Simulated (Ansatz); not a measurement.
Isolated molecules relaxed with PBE0-D4/def2-TZVP in Ansatz; ΔE leaves out vibrations. CCSD(T)/CBS is the MP2 limit (def2-TZVPP, def2-QZVPP) plus CCSD(T) − MP2 in def2-TZVPP, frozen cores. Functionals use def2-TZVPP. B3LYP here is the variant with VWN-RPA as its local correlation; programs differ in this. Each species was taken in one conformer, which may not be the lowest.

Consider the isomerisation: `O[Si](F)(Cl)CS` → `CO[Si](F)(S)Cl`.

| level | ΔE (kJ/mol) |
| --- | --- |
| B3LYP-D4 | -15.8 |
| ωB97M-V | -10.1 |
| B2PLYP | -14.0 |
| r2SCAN | -14.3 |
| B3LYP | -16.2 |
| CCSD/def2-TZVPP | -11.5 |
| CCSD(T)/def2-TZVPP | -10.8 |
| CCSD/CBS(def2) | -10.6 |

(1) What does CCSD(T)/CBS give? (Best estimate.)

Largest T1 diagnostic among the species: 0.011.

Answers

(1) The calculation gave: -9.9 kJ/mol. The listed levels differ from it by -5.9, -0.2, -4.1, -4.4, -6.3, -1.6, -0.9, -0.7 kJ/mol.

In def2-TZVPP, CCSD(T) changes the Hartree–Fock value by +12.3 kJ/mol (the triples alone add +0.7 kJ/mol) and MP2 by +14.8 kJ/mol.
